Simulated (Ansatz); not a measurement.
## Cost against result

Saddle point of CH6BrGa, closed shell (CH₅Ga ([CH3][GaH2]) + HBr → GaH₂Br ([GaH2][Br]) + CH₄; bonds formed: C2–H5; dative contacts that become bonds: Ga1–Br6; bonds broken: Ga1–C2, H5–Br6), PBE0-D4/def2-TZVP structure:

```xyz
9
angstrom
Ga -1.1498 0.0498 0.0188
C 0.8569 0.5741 -0.1551
H -1.8429 -0.1580 -1.3599
H -1.7706 0.4714 1.3830
H 0.4946 -0.9665 0.2103
Br -0.1123 -2.4000 0.5547
H 0.6115 1.6223 -0.3803
H 1.4290 0.2083 -1.0094
H 1.4837 0.5986 0.7381
```

Barriers are electronic and count from the start structure reached by relaxing down the imaginary mode.

Computed with Ansatz 0.2.0 (basis: as named in each row); correlated methods freeze the cores. Filled d shells of the heavier atoms are correlated. The def2 sets are not built for correlating such inner shells, so the correlated values are less sure here. B3LYP uses VWN-RPA correlation. Extrapolation: Hartree–Fock as exp(−7.88 √X), correlation as X^−2.97.

Times are rough, for one single point on 4 threads of a shared host (Arm Neoverse V2).

The estimate by CCSD(T) at an estimated basis limit (MP2 extrapolated from triple and quadruple zeta, plus CCSD(T) − MP2 in triple zeta) is 9.95 kcal/mol.

| method | basis | time (s) | barrier (kcal/mol) | method less estimate |
| --- | --- | --- | --- | --- |
| HF | STO-3G | under 1 | 33.62 | 23.67 |
| SPW92 | def2-SVP | under 1 | -0.82 | -10.77 |
| PBE-D4 | STO-3G | under 1 | 12.85 | 2.90 |
| PBE-D4 | def2-SVP | under 1 | 4.02 | -5.93 |
| B3LYP-D4 | 6-31G | under 1 | 8.80 | -1.15 |
| SPW92 | def2-TZVPP | 1 | -0.43 | -10.38 |
| PBE0-D4 | def2-SVP | 1 | 6.97 | -2.97 |
| PBE-D4 | def2-TZVPP | 2 | 4.08 | -5.87 |
| BLYP-D4 | def2-TZVPP | 2 | 7.40 | -2.55 |
| B3LYP-D4 | def2-TZVPP | 2 | 9.13 | -0.82 |
| BHLYP-D4 | def2-TZVPP | 2 | 12.25 | 2.31 |
| CAM-B3LYP-D4 | def2-TZVPP | 3 | 10.67 | 0.72 |
| PBE0-D4 | def2-TZVPP | 3 | 6.55 | -3.40 |
| RPA on PBE | def2-TZVPP | 4 | 11.57 | 1.62 |
| r2SCAN-D4 | def2-TZVPP | 4 | 5.11 | -4.84 |
| r2SCAN0-D4 | def2-TZVPP | 4 | 7.10 | -2.85 |
| B2PLYP | def2-TZVPP | 4 | 9.90 | -0.04 |
| wB97M-V | def2-SVP | 4 | 10.51 | 0.56 |
| PBE-QIDH | def2-TZVPP | 5 | 8.50 | -1.44 |
| CCSD(T) | def2-SVP | 6 | 14.32 | 4.37 |
| wB97X-V | def2-TZVPP | 6 | 11.04 | 1.09 |
| wB97M-V | def2-TZVPP | 8 | 10.50 | 0.55 |
| B97M-V | def2-TZVPP | 8 | 9.53 | -0.42 |
| MP2 | def2-QZVPP | 19 | 8.49 | -1.46 |
| CCSD(T) | def2-TZVPP | 110 | 10.86 | 0.91 |

All methods are single points on the PBE0-D4 structures; a negative value means that the method puts the saddle structure below the start.

T1 diagnostic: at most 0.011.

Labels in which every atom is bracketed show which atoms are joined, not bond orders.
